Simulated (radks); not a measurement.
Results of a calculation; reference values are marked as such.
Task: These are the eigenvalues of the occupied orbitals of an atom or ion with whole-number occupations (eV). Level of theory: scalar-relativistic Kohn-Sham, exchange-only LDA, spin-polarised, spherical densities, point nucleus (a radial shooting solver on a logarithmic mesh with Libxc functionals).

orbital  eigenvalue
1s        -29020.41
2s        -4416.250
2p        -3971.002
3s        -884.5278
3p        -739.0173
3d        -514.2978
4s        -174.3040
4p        -130.1624
4d         -66.0815

Which element is it, and in what charge state? The configuration may be excited. Open shells, if any, are filled with parallel spins first.

Result: Z = 50, tin, charge +4: Sn4+ in [Kr] 4d10. The list shows which subshells hold electrons but not how many an open one holds; the 1s level, -1066.5 hartree, gives Z - s = 46.2 by -(Z - s)^2/2, which with screening and relativity narrows Z to a few neighbours, and the depths of the outer levels then fix element, charge and occupations together.
